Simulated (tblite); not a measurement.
Compound: C9H9 (charge +1).
Geometry (GFN2-xTB, Å), atoms numbered from 1 in this order:
```xyz
18
C9H9 angstrom
C      3.105    0.233   -0.066
C      2.088   -0.590   -0.331
C      0.677   -0.280   -0.171
C     -0.183   -1.387   -0.031
C     -1.544   -1.433    0.191
C     -2.453   -0.380    0.332
C     -2.205    0.975    0.234
C     -0.989    1.612   -0.028
C      0.267    1.066   -0.199
H      4.123   -0.095   -0.192
H      2.979    1.232    0.320
H      2.307   -1.601   -0.647
H      0.307   -2.353   -0.094
H     -1.969   -2.426    0.276
H     -3.478   -0.668    0.532
H     -3.059    1.629    0.361
H     -1.040    2.692   -0.100
H      1.057    1.780   -0.398
```

Structure optimised with GFN2-xTB, isolated species.

Take the most abundant isotopes and a rigid rotor. The values belong to one conformer with, in the numbering `[CH2:1]=[CH:2][c:3]1[cH:4][cH:5][cH:6][cH:7][cH+:8][cH:9]1`, C1–C2–C3–C4 -158°.

Q: What are A, B and C (GHz)?

A: Ia = 142.79, Ib = 409.53, Ic = 547.58 u·Å²; 505379 MHz·u·Å²/I gives 3539, 1234 and 922.9 MHz, that is A = 3.5393, B = 1.2340, C = 0.9229 GHz.

Q: What kind of rotor is it?

A: An asymmetric top: κ = (2 × 1234 − 3539 − 922.9)/(3539 − 922.9) = -0.76.

Q: Is it planar, by Δ = Ic − Ia − Ib?

A: Not planar: Δ = Ic − Ia − Ib = -4.74 u·Å². For a rigid frame Δ = −2 Σ m c², so Σ m c² = 2.37 u·Å² lies off the ab plane: 0.80 from hydrogen and 1.57 from heavier atoms. The atom farthest from that plane is 0.63 Å away.

Its GFN2-xTB frequencies are all real (lowest 66 cm⁻¹). No vibrational averaging or centrifugal distortion is included, and the geometry carries the error of its method.

On Arm Neoverse N1, one thread, shared host with 64 logical CPUs at a one-minute load of 61, this took 0.68 s. That covers the optimisation of the geometry.

The numbers are calculated, not measured.
